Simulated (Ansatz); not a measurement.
`[CH3][GeH]([F])[Cl]` + `[SiH3]SCS` → `CSCS[SiH3]` + `[F][GeH2][Cl]`  (substitution at a C–Ge bond)

Isolated molecules relaxed with PBE0-D4/def2-TZVP in Ansatz; ΔE leaves out vibrations. CCSD(T)/CBS is the MP2 limit (def2-TZVPP, def2-QZVPP) plus CCSD(T) − MP2 in def2-TZVPP, frozen cores. DFT in def2-TZVPP. B3LYP here is the variant with VWN-RPA as its local correlation; programs differ in this. For Ge outer-core shells are correlated without core-valence functions, which leaves a few kJ/mol of doubt a bond. Scalar relativity is left out up to krypton. Each species was taken in one conformer, which may not be the lowest.

```json
{"level": "revPBE-D4", "ΔE (kcal/mol)": "8.8", "difference from CCSD(T)/CBS": "-2.5"}
{"level": "BLYP-D4", "ΔE (kcal/mol)": "9.8", "difference from CCSD(T)/CBS": "-1.5"}
{"level": "r2SCAN-D4", "ΔE (kcal/mol)": "10.6", "difference from CCSD(T)/CBS": "-0.7"}
{"level": "PBE0-D4", "ΔE (kcal/mol)": "10.1", "difference from CCSD(T)/CBS": "-1.2"}
{"level": "B3LYP-D4", "ΔE (kcal/mol)": "10.3", "difference from CCSD(T)/CBS": "-1.0"}
{"level": "r2SCAN0-D4", "ΔE (kcal/mol)": "10.8", "difference from CCSD(T)/CBS": "-0.5"}
{"level": "CAM-B3LYP-D4", "ΔE (kcal/mol)": "10.7", "difference from CCSD(T)/CBS": "-0.6"}
{"level": "PBE-QIDH", "ΔE (kcal/mol)": "11.0", "difference from CCSD(T)/CBS": "-0.3"}
{"level": "PBE", "ΔE (kcal/mol)": "10.4", "difference from CCSD(T)/CBS": "-0.9"}
{"level": "revPBE", "ΔE (kcal/mol)": "10.9", "difference from CCSD(T)/CBS": "-0.4"}
{"level": "r2SCANh", "ΔE (kcal/mol)": "11.0", "difference from CCSD(T)/CBS": "-0.3"}
{"level": "r2SCAN0", "ΔE (kcal/mol)": "11.1", "difference from CCSD(T)/CBS": "-0.2"}
{"level": "CAM-B3LYP", "ΔE (kcal/mol)": "11.4", "difference from CCSD(T)/CBS": "0.1"}
{"level": "LC-ωPBE", "ΔE (kcal/mol)": "11.2", "difference from CCSD(T)/CBS": "-0.1"}
{"level": "HF/def2-SVP", "ΔE (kcal/mol)": "12.2", "difference from CCSD(T)/CBS": "0.9"}
{"level": "CCSD/def2-TZVPP", "ΔE (kcal/mol)": "12.2", "difference from CCSD(T)/CBS": "0.9"}
{"level": "CCSD(T)/CBS", "ΔE (kcal/mol)": "11.3", "difference from CCSD(T)/CBS": "0"}
```

Largest T1 diagnostic among the species: 0.011.

The D4 term adds −1.1 kcal/mol with B3LYP and −0.6 kcal/mol with PBE0; it sums over pairs of atoms, weighted by their polarisabilities, and B3LYP, whose exchange is more repulsive, gets the larger term. Leaving LDA and LC-ωPBE aside and taking each functional with its dispersion term where it has one, the values, not all of them listed here, spread over 2.6 kcal/mol, from revPBE-D4 to B2PLYP. LDA lies −1.0 kcal/mol from PBE without D4.
